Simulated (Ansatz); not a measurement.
# A barrier at the coupled-cluster level

Start structure (GeSiH₆Cl, doublet), relaxed at PBE0-D4/def2-TZVP:

| atom | x (Å) | y (Å) | z (Å) |
| --- | --- | --- | --- |
| H1 | -0.6866 | -0.8489 | 1.2881 |
| Si2 | -1.7279 | -1.1857 | 0.2905 |
| Cl3 | -1.2283 | -0.2906 | -1.4917 |
| Ge4 | 1.9220 | 1.2148 | -0.0075 |
| H5 | -3.0473 | -0.6677 | 0.7184 |
| H6 | -1.7904 | -2.6493 | 0.0755 |
| H7 | 2.3675 | 0.3208 | -1.1771 |
| H8 | 3.1347 | 1.7179 | 0.7992 |
| H9 | 1.0563 | 2.3887 | -0.4955 |

The step: SiH₃Cl ([SiH3][Cl]) + GeH₃ → SiH₂Cl ([SiH2][Cl]) + GeH₄; bonds formed: H1–Ge4; bonds broken: H1–Si2. Program: Ansatz 0.2.0. Basis: def2-TZVPP and def2-QZVPP. Cores are frozen in the correlated methods; orbitals are unrestricted. Filled d shells of the heavier atoms are correlated. The def2 sets are not built for correlating such inner shells, so the correlated values are less sure here. Extrapolation: Hartree–Fock as exp(−7.88 √X), correlation as X^−2.97. Energies below are by CCSD(T) at an estimated basis limit (MP2 extrapolated from triple and quadruple zeta, plus CCSD(T) − MP2 in triple zeta).

Problem. What are the electronic barrier and the energy of the step, from the start structure to the end structure? (An estimate is asked for; the value comes from the calculation.)

Solution. By the calculation: Barrier 0.556 eV; step energy 0.258 eV (uphill); reverse barrier, their difference, 0.299 eV. Barrier and step energy count from the start structure, the reverse barrier from the end structure.

The saddle point: One imaginary mode of 716i cm⁻¹.
```tsv
pair	start (Å)	saddle (Å)	end (Å)
H1–Ge4	3.57	1.73	1.54
H1–Si2	1.48	1.85	3.38
```

Zero-point energy (harmonic, PBE0-D4): ZPE is 1.273 eV at the start and 1.173 eV at the saddle, so the barrier goes from 0.556 to 0.457 eV.

T1 diagnostic: at most 0.013. ⟨S²⟩ of the unrestricted Hartree–Fock references: 0.75 to 0.78 (a pure state has 0.75). The start structure is not quite a true minimum (one mode of 45i cm⁻¹). The end structure is not quite a true minimum (one mode of 45i cm⁻¹).

Radical steps of this kind take place in plasma deposition and etching.

Labels in which every atom is bracketed show which atoms are joined, not bond orders.

For scale, one of the runs: CCSD(T)/def2-TZVPP, 216 basis functions, launched by `ansatz run in.yaml --threads 8 --pin off --events-out ev --progress --plain --max-ram 19148MiB`. Time: 3.1 min of wall clock on 8 CPU threads of an Intel Xeon; the host was shared. Peak host memory: 7.9 GiB.
